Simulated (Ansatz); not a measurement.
MF3 with several metals: vertical IE (eV) at several levels, gas phase, relaxed structures; Ansatz. Core potentials for Ce, La in the def2 sets, no spin–orbit coupling. With an open 4f shell the SCF may have ended above the lowest state. Singlets are spin-restricted. The spins of the ions were chosen, not always searched. A dash marks a value that wasn't run or was left out as unsound. The structures are stationary points that may keep the symmetry of their start. Remarks come from the PBE and PBE0 runs and from stability tests at other levels; not every state was tested. HOMO above LUMO (over both spins in singlets and doublets, within one spin in higher multiplets; at PBE or PBE0), or a gap under 0.15 eV within one spin, warns that the state may not be the lowest or that an electron is smeared out.

| species | state | geometry | PBE-D4/def2-TZVP | r2SCAN-D4/def2-TZVP | PBE0-D4/def2-TZVP | remarks |
| --- | --- | --- | --- | --- | --- | --- |
| LaF3 | singlet to doublet | PBE0-D4/def2-TZVP | 11.40 | 11.62 | 12.14 | gap within one spin near zero at PBE or PBE0 (+1 doublet) |
| MnF3 | quintet to quartet | r2SCAN-D4/def2-TZVP | 11.25 | 11.91 | 12.62 | spin-contaminated (⟨S²⟩ up to 3.95) (+1 quartet) |
| CrF3 | quartet to triplet | r2SCAN-D4/def2-TZVP | 10.82 | 11.15 | 11.81 | – |
| FeF3 | sextet to quintet | PBE0-D4/def2-TZVP | 11.77 | 12.45 | 13.26 | spin-contaminated (⟨S²⟩ up to 6.23) (+1 quintet) |
| CeF3 | doublet to singlet | PBE-D4/def2-SVP | 8.57 | – | 9.56 | – |

(1) Estimate the rows for VF3 (triplet to doublet, r2SCAN-D4/def2-TZVP geometry); TiF3 (doublet to singlet, PBE-D4/def2-TZVP geometry).

(1) 
```
species               state             geometry  PBE-D4/def2-TZVP  r2SCAN-D4/def2-TZVP  PBE0-D4/def2-TZVP
    VF3  triplet to doublet  r2SCAN-D4/def2-TZVP              9.74                10.12              10.70
   TiF3  doublet to singlet     PBE-D4/def2-TZVP              9.16                 9.48               9.88
```

Over the 6 species that have every level, the mean is 10.69 at PBE-D4/def2-TZVP, 11.12 at r2SCAN-D4/def2-TZVP, 11.73 at PBE0-D4/def2-TZVP.
